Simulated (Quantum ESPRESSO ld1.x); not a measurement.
Coulomb parameter of the 4d shell of neutral technetium in the model configuration [Kr] 4d6 5s1, as a second difference U = [E(n + 0.5) + E(n - 0.5) - 2 E(n)] / (0.5)^2 with all orbitals relaxed. "Bare": the charge of the atom changes with n. "Screened": the 5s shell takes up the change at fixed total charge, which measures U(4d,4d) + U(5s,5s) - 2 U(4d,5s). All-electron calculation, scalar-relativistic Kohn-Sham, revPBE, spin-unpolarised, spherical densities, point nucleus. Program: ld1.x of Quantum ESPRESSO 7.5.

| case | configuration | E - E(n) (eV) |
|---|---|---|
| start | [Kr] 4d6 5s1 | 0.000 |
| bare +0.5 | [Kr] 4d6.5 5s1 | -1.229 |
| bare -0.5 | [Kr] 4d5.5 5s1 | 3.312 |
| screened +0.5 | [Kr] 4d6.5 5s0.5 | -0.031 |
| screened -0.5 | [Kr] 4d5.5 5s1.5 | 0.323 |

U(bare) = 8.332 eV, U(screened by 5s) = 1.166 eV, against the Slater integral F0(4d,4d) = 13.705 eV with frozen orbitals. The step up makes a negative ion, whose loosely bound charge lowers the bare value.
